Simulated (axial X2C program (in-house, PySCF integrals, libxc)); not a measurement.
Testing model relations on BeCu

A bond curve at the PBE0 level, 2c, was computed with an in-house relativistic program for diatomic molecules (basis Cu dyall-cv3z [9s9p6d3f2g], Be dyall-cv3z [8s8p3d1f] (cores contracted in-house)) for the state Ω = 1/2 (⟨Sz⟩ = 0.50, ⟨Lz⟩ = 0.00 at PBE0). Its fit gives Re = 2.0582 Å, ωe = 476.1 cm⁻¹, ωexe = 3.7 cm⁻¹ and αe = 5.467e-03 cm⁻¹; the masses are 62.9296 and 9.0122 u. Two-component means X2C with spin–orbit coupling and atomic mean-field Coulomb and Gaunt terms.

Find the reduced mass, Be and the force constant.

From the PBE0 values: μ = 7.8832 u. Be = 16.8576/(μ Re²) = 0.5048 cm⁻¹. k = 5.8918×10⁻⁷ μ ωe² = 1.05 mdyn/Å.

A Morse curve ties αe to the other constants (Pekeris). How well does that hold?

αe(Morse) = 6Be²/ωe × (√(ωexe/Be) − 1) = 5.483e-03 cm⁻¹; the PBE0 curve gives 5.467e-03 cm⁻¹, a ratio of 1.00.

Estimate the centrifugal constant by the Kratzer relation.

D = 4Be³/ωe² = 2.27e-06 cm⁻¹.

Estimate De from a Morse curve and compare with the computed well depth of 1.428 eV to Cu + Be.

De(Morse) = ωe²/(4ωexe) = 1.899 eV against 1.428 eV computed, a ratio of 1.33. The extrapolation overshoots: the well softens faster than a Morse curve, or the lowest atomic limit lies below the one to which the curve heads.

The dipole moment p changes by 0.98 D/Å at Re. What harmonic infrared intensity follows?

I = 42.256 × (dp/dR)²/μ = 5.1 km/mol.

Occupations by symmetry block were frozen at the best pattern of an incomplete PBE0 search. De is counted from the lowest determinant-based energies of the atoms at the same level, without counterpoise correction. Density functionals use the spin component along the axis (collinear).
